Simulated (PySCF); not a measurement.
# AsS: from constants to spectrum

HSE06 constants of AsS, ²Π (doublet), unpaired electrons π ↑ (PySCF, no relativity, basis sets As def2-SVP, S def2-SVP; masses 74.9216 and 31.9721 u):

| Quantity | Value |
| --- | --- |
| ωe | 598.4 cm⁻¹ |
| ωexe | 2.05 cm⁻¹ |
| Be | 0.18425 cm⁻¹ |
| αe | 0.000724 cm⁻¹ |
| De to As + S | 3.90 eV |

(1) What force constant and bond length do these constants imply?

(2) Estimate the centrifugal constant D from the Kratzer relation and find the Dunham coefficient a1.

Spin–orbit coupling is left out. The state is the lowest determinant that a PBE0 search found; another state may lie lower at other levels.

Answers

(1) Reduced mass μred = 22.409 u; k = 5.8918×10⁻⁷·μred·ωe² (u, cm⁻¹, mdyn/Å) = 4.73 mdyn/Å; Re = √(16.8576/(μred·Be)) (u, cm⁻¹, Å) = 2.021 Å.

(2) D = 4Be³/ωe² = 6.99e-08 cm⁻¹; a1 = −1 − αeωe/(6Be²) = -3.13.
